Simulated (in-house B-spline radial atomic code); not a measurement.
Zn²⁺. Computed with a B-spline radial atomic code. Model: non-relativistic spherical atom: semilocal Troullier-Martins pseudo-atom, one channel per l, against all electrons, high spin, G0W0 and RPA with empty states to l = 8, local potential for every l without a channel, a model core (radius 0 = none) keeps its share of the functional.

What the tables leave out is listed at the end.

The pseudopotential gives back the lowest level of each angular momentum of its own functional in the configuration it was made in; a second state of the same l is only approximately right. Exact exchange, RPA and GW see the smooth pseudo-orbitals and miss the exchange with the core, for which the functional's share stands in. The column with an uncorrelated core keeps all orbitals and exact exchange, and so separates missing core correlation from pseudisation. Only the three outermost levels and the lowest empty one were computed. RPA here is direct RPA, with no exchange kernel, and its energies carry an (l + 1/2)⁻⁴ tail. A hybrid on a potential with a model core restores only its own semilocal share of the core's exchange.

Command:
```bash
python run_psgw.py task.json out
```
Settings (lengths in bohr, energies in hartree):
```
Z                      30
electrons              28
configuration          [Ar] 3d10
generated_in           [Ar] 3d10 4s2
functional             lda,vwn
core_shells            3
radius_factor          1.15
core_correction        True
```

Time taken, with all properties: 24 s on 1 thread of Arm Neoverse N1 (shared host).

Given: made with LDA VWN5; model core radius 0.321 bohr; local radius 0.874 bohr; mean-field start LDA VWN5.

Valence shells of the generating configuration: 3s, 3p, 3d, 4s.

Channel: s 0.686, p 0.686, d 1.939 (radii in bohr).

Computed: largest level miss in the spin-unpolarised generating configuration 0.059 eV; valence RPA correlation energy all-electron orbitals -1.3706 hartree; valence RPA correlation energy pseudo -1.1431 hartree; pseudo-atom RPA polarisability 2.6741 bohr³.

```tsv
level	occupied	mean-field all-electron (eV)	mean-field pseudo minus all (eV)	G0W0 all-electron (eV)	G0W0 uncorrelated core minus all (eV)	G0W0 pseudo minus all (eV)	exchange self-energy all-electron (eV)	exchange self-energy pseudo (eV)
3d	1	-31.456	-0.316	-40.237	0.098	-0.369	-52.432	-43.969
4s (empty)	0	-22.777	-0.142	-17.862	0.01	-0.251	-3.8824	-3.2742
```

Problem. What is the all-electron RPA polarisability, core included?

Solution. 2.5978 bohr³.

Given: mean-field start PBE0.

Computed: valence RPA correlation energy all-electron orbitals -1.3131 hartree; valence RPA correlation energy pseudo -1.0993 hartree; pseudo-atom RPA polarisability 2.2642 bohr³.

```csv
level,occupied,mean-field all-electron (eV),mean-field pseudo minus all (eV),G0W0 all-electron (eV),G0W0 uncorrelated core minus all (eV),G0W0 pseudo minus all (eV),exchange self-energy all-electron (eV),exchange self-energy pseudo (eV)
3d,1,-33.954,-0.5,-40.206,0.102,-0.549,-52.669,-44.382
4s (empty),0,-21.013,0.002,-17.752,0.008,-0.141,-3.4159,-2.856
```

Problem. What is the all-electron RPA polarisability, core included?

Solution. 2.2237 bohr³.

Among the listed levels the largest G0W0 shift of the pseudo-atom is -0.55 eV, for 3d on the PBE0 start, while leaving the core uncorrelated moves that level by +0.10 eV. So pseudisation and the lost core exchange, not the missing core correlation, make the error. Not in the tables (levels of low weight, unsolved or above zero; the highest and the empty levels are kept at any weight): on LDA the G0W0 levels 3p (pseudo minus all -1.35 eV, weights 0.52 and 0.56), 3s (pseudo minus all -1.12 eV, weights 0.41 and 0.46); on PBE0 the G0W0 levels 3p (pseudo minus all -0.12 eV, weights 0.06 and 0.56), 3s (pseudo minus all -0.68 eV, weights 0.49 and 0.54); no Hartree-Fock pseudo-atom is run with a model core.
